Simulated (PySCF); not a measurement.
Job file and geometry (Å, from GFN2-xTB) of an NMR shielding run on SMILES BOBN([SiH3])[SiH3], B₂H₉NOSi₂, PySCF 2.14.0, density-fitted response routines, GIAO PBE0/pcSseg-1 NMR shielding, non-relativistic, gas phase; density fitting, a coarse starting grid and PySCF grid level 2 are the driver's defaults:

```
$ OMP_NUM_THREADS=1 python probes_run.py task.json out

{"job": {"kind": "nmr", "xc": "PBE0", "basis": "pcSseg-1"}, "charge": 0, "multiplicity": 1}
B      2.715501    -1.029999    -0.188614
O      1.777098    -0.134920    -0.210158
B      0.831280     0.779310    -0.222896
N     -0.551160     0.413386    -0.204348
Si    -0.918859    -1.299405    -0.153060
Si    -1.796051     1.628532    -0.357428
H      3.147805    -1.453538    -1.205157
H      3.144512    -1.407432     0.847368
H      1.143901     1.915706    -0.251225
H     -2.369054    -1.399435     0.009522
H     -0.504952    -1.931167    -1.410638
H     -0.237220    -1.908429     0.991384
H     -2.949887     1.163096     0.412930
H     -2.143050     1.784830    -1.775984
H     -1.294278     2.887455     0.190736
```

Question: What does the program print?

Answer: 
```
coarse grid: 13152 points
cycle   1  E = -763.5692123709  dE =  4.914e-01  |g| = 6.667e-01  |ddm| = 3.339e+00
cycle   2  E = -763.4457725083  dE =  1.234e-01  |g| = 1.039e+00  |ddm| = 1.129e+00
cycle   3  E = -763.6504731799  dE = -2.047e-01  |g| = 7.169e-02  |ddm| = 7.738e-01
cycle   4  E = -763.6512844741  dE = -8.113e-04  |g| = 3.706e-02  |ddm| = 6.917e-02
cycle   5  E = -763.6515146933  dE = -2.302e-04  |g| = 1.254e-02  |ddm| = 2.750e-02
cycle   6  E = -763.6515490050  dE = -3.431e-05  |g| = 1.752e-03  |ddm| = 1.143e-02
cycle   7  E = -763.6515497314  dE = -7.265e-07  |g| = 3.239e-04  |ddm| = 1.750e-03
final grid: 116816 points
cycle   8  E = -763.6923406267  dE = -3.410e-05  |g| = 8.920e-03  |ddm| = 2.072e-02
cycle   9  E = -763.6923179830  dE =  2.264e-05  |g| = 1.444e-02  |ddm| = 1.233e-02
cycle  10  E = -763.6923553327  dE = -3.735e-05  |g| = 8.302e-04  |ddm| = 8.000e-03
cycle  11  E = -763.6923555255  dE = -1.928e-07  |g| = 1.565e-04  |ddm| = 9.643e-04
cycle  12  E = -763.6923555298  dE = -4.266e-09  |g| = 8.920e-05  |ddm| = 1.712e-04
cycle  13  E = -763.6923555312  dE = -1.443e-09  |g| = 2.267e-05  |ddm| = 7.921e-05
cycle  14  E = -763.6923555313  dE = -1.064e-10  |g| = 3.808e-06  |ddm| = 2.042e-05
converged SCF energy = -763.6923555313

GIAO shielding tensors (ppm)
atom      isotropic    diamagn.    paramagn.     s11        s22        s33       span
  0 B       58.249     195.530    -137.281      8.369     55.867    110.512    102.143
  1 O       48.252     391.523    -343.271    -87.164     46.636    185.283    272.446
  2 B       74.988     198.520    -123.532     43.016     82.124     99.825     56.809
  3 N      209.144     331.776    -122.631    114.632    250.564    262.237    147.605
  4 Si     404.616     881.134    -476.518    372.006    378.891    462.952     90.946
  5 Si     393.118     879.536    -486.419    348.903    370.454    459.995    111.092
  6 H       26.089      30.119      -4.031     25.334     25.901     27.031      1.697
  7 H       26.102      30.534      -4.432     25.342     25.881     27.082      1.739
  8 H       26.914      30.957      -4.042     23.744     26.656     30.342      6.598
  9 H       27.153      30.299      -3.146     23.640     26.522     31.299      7.660
 10 H       26.935      30.379      -3.444     23.646     24.802     32.356      8.710
 11 H       26.888      30.956      -4.068     23.362     25.340     31.963      8.601
 12 H       26.900      29.221      -2.321     23.470     25.853     31.376      7.906
 13 H       26.862      28.582      -1.720     23.126     24.937     32.522      9.395
 14 H       26.726      28.975      -2.250     23.528     25.325     31.324      7.796
```

Size and cost of the density-fitted run: 161 basis functions, 26 s wall time on 1 thread of an Arm Neoverse V1, shared host; peak memory 0.74 GiB.
